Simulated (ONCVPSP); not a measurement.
## Transferability test, ONCV potential for sulfur

* Element: sulfur (S)
* Generator: ONCVPSP 4.0.1
* Type: optimised norm-conserving Vanderbilt (ONCV)
* Functional: PBE
* Relativity: non-relativistic
* Frozen core: [Ne]
* Valence charge: 6
* Reference configuration: 3s2 3p3.5 (charge +0.5)
* Partial waves: 3s: rc 1.30 bohr, ncon 3, nbas 6, qcut 6.2 1/bohr, 2 projectors, debl 1.6 Ha; 3p: rc 1.75 bohr, ncon 4, nbas 9, qcut 4.5 1/bohr, 2 projectors, debl 2.4 Ha; d scattering state at 0.03 Ha: rc 1.75 bohr, ncon 4, nbas 9, qcut 4.6 1/bohr, 2 projectors, debl 0.7 Ha
* Local potential: polynomial inside 1.05 bohr (lpopt 5, dvloc0 0 Ha)
* Core correction: none

Energies are relative to the spin-unpolarised reference configuration 3s2 3p3.5; without spin polarisation the order of configurations can differ from experiment.

```json
{"valence configuration": "3s2 3p3", "charge": "+1", "ΔE all-electron (eV)": "7.116", "error AE − PS (meV)": "0.0"}
{"valence configuration": "3s2 3p2", "charge": "+2", "ΔE all-electron (eV)": "29.412", "error AE − PS (meV)": "+2.7"}
```

Problem. What are ΔE and the potential's error for 3s0 3p6?

Solution. ΔE = 15.813 eV all-electron; the error (AE − PS) is +13 meV.

Problem. What are ΔE and the potential's error for 3s2 3p4?

Solution. ΔE = -4.667 eV all-electron; the error (AE − PS) is -0.1 meV.

Note: no bound ghost flagged; GHOST(+) flagged for s at 114.5 eV.
